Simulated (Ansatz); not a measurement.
Z-matrix (Å, degrees):
```
C
C 1 1.527
H 1 1.094 2 111.6
H 1 1.094 2 112.5 3 -120.2
H 1 1.094 2 111.6 3 119.5
Al 2 1.969 1 116.7 3 -59.8
H 2 1.099 1 110.5 3 62.9
H 2 1.099 1 110.5 3 177.7
Al 6 2.597 2 121.9 1 -0.3
H 6 1.601 2 116.8 1 179.8
H 9 1.598 6 122.4 2 89.7
H 9 1.598 6 122.4 2 -90.1
```

Charge 0, multiplicity 1.

(1) List the ωB97M-V/def2-TZVPP orbital energies in eV (Ansatz). (Best estimate.)

Results:

(1) The calculation gave: Occupied: -1531.97, -1531.76, -281.26, -280.82, -116.56, -116.38, -76.24, -76.06, -76.03, -76.02, -75.86, -75.83, -23.68, -19.70, -14.79, -14.65, -13.82, -13.06, -12.36, -12.06, -10.53, -9.89, -8.54. Lowest empty: -0.35, -0.14, 1.90, 2.46, 2.80, 3.29, 3.47, 3.58.
